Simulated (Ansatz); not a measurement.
Reaction (ligand exchange at a B–C bond): `B[C@H]1C[Si@H]1Cl` + `CCN[SiH3]` → `BN([SiH3])CC` + `Cl[SiH]1CC1`

Computed with Ansatz on PBE0-D4/def2-TZVP structures; ΔE is electronic, products minus reactants. CCSD(T)/CBS is the MP2 limit (def2-TZVPP, def2-QZVPP) plus CCSD(T) − MP2 in def2-TZVPP, frozen cores. Functionals use def2-TZVPP. B3LYP here is the variant with VWN-RPA as its local correlation; programs differ in this. Each species was taken in one conformer, which may not be the lowest.

CCSD(T)/CBS gives -22.6 kcal/mol.

(1) Another level gave -22.5 kcal/mol. Which?
A. HF/def2-TZVPP
B. revPBE/def2-TZVPP
C. r2SCAN-D4/def2-TZVPP
D. B3LYP/def2-TZVPP

Largest T1 diagnostic among the species: 0.012.

Results:

(1) D. B3LYP -22.5, r2SCAN-D4 -21.4, HF/def2-TZVPP -23.5, revPBE -20.3 kcal/mol.

Leaving LDA and LC-ωPBE aside and taking each functional with its dispersion term where it has one, the values, not all of them listed here, spread over 2.5 kcal/mol, from CAM-B3LYP-D4 to revPBE-D4. LDA lies −0.9 kcal/mol from PBE without D4. At CCSD(T), def2-SVP lies −3.3 kcal/mol from the extrapolated value and def2-TZVPP −0.6 kcal/mol.
